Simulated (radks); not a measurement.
Results of a calculation; reference values are marked as such.
Isoelectronic series with 15 electrons, each ion in its NIST ground configuration. Level of theory: scalar-relativistic Kohn-Sham, PBE, spin-polarised, spherical densities, point nucleus; open shells are filled with parallel spins first (spin-orbit coupling, left out, can overturn this in heavy ions) (a radial shooting solver on a logarithmic mesh with Libxc functionals). Total energies (hartree) and mean radii <r> (bohr) (* marks an orbital that is empty in some or all of the ions):

[
 {"ion": "P", "configuration": "[Ne] 3s2 3p3", "E (hartree)": "-341.97091", "3p down*": "2.469", "3p up": "2.327", "3s down": "1.904", "3s up": "1.892"},
 {"ion": "V8+", "configuration": "[Ne] 3s2 3p3", "E (hartree)": "-926.43235", "3p down*": "0.8740", "3p up": "0.8673", "3s down": "0.8576", "3s up": "0.8527"},
 {"ion": "Ga16+", "configuration": "[Ne] 3s2 3p3", "E (hartree)": "-1812.45186", "3p down*": "0.5521", "3p up": "0.5498", "3s down": "0.5598", "3s up": "0.5576"},
 {"ion": "Ag32+", "configuration": "[Ne] 3s2 3p3", "E (hartree)": "-4525.90195", "3p down*": "0.3183", "3p up": "0.3176", "3s down": "0.3280", "3s up": "0.3272"},
 {"ion": "Cs40+", "configuration": "[Ne] 3s2 3p3", "E (hartree)": "-6381.4646", "3p down*": "0.2619", "3p up": "0.2614", "3s down": "0.2698", "3s up": "0.2693"},
 {"ion": "Eu48+", "configuration": "[Ne] 3s2 3p3", "E (hartree)": "-8596.1496", "3p down*": "0.2218", "3p up": "0.2215", "3s down": "0.2278", "3s up": "0.2275"},
 {"ion": "Lu56+", "configuration": "[Ne] 3s2 3p3", "E (hartree)": "-11197.7018", "3p down*": "0.1919", "3p up": "0.1916", "3s down": "0.1959", "3s up": "0.1956"},
 {"ion": "Au64+", "configuration": "[Ne] 3s2 3p3", "E (hartree)": "-14222.7832", "3p down*": "0.1685", "3p up": "0.1683", "3s down": "0.1705", "3s up": "0.1703"}
]
